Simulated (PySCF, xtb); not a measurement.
2H-1,3,5-oxadiazine (C3H4N2O), SMILES N1=CN=COC1. The values are those of a single conformer.

Harmonic wavenumbers (cm⁻¹) from GFN2-xTB (xtb) at its own minimum, in rising order: 91, 282, 544, 552, 625, 850, 852, 919, 966, 1014, 1033, 1045, 1156, 1196, 1262, 1298, 1327, 1459, 1601, 1718, 2881, 2917, 3020, 3075.

Problem. What does PBE-D3(BJ)/def2-SVP (PySCF) give at its own minimum? (The exact figures need the calculation; the answer reports its results.)

Solution. 82, 304, 531, 577, 649, 793, 905, 916, 962, 1022, 1048, 1081, 1167, 1222, 1340, 1353, 1370, 1428, 1598, 1679, 2928, 3032, 3074, 3079. Paired by order, the mean absolute difference is 32 cm⁻¹ and the zero-point energies are 45.3 and 45.9 kcal/mol.
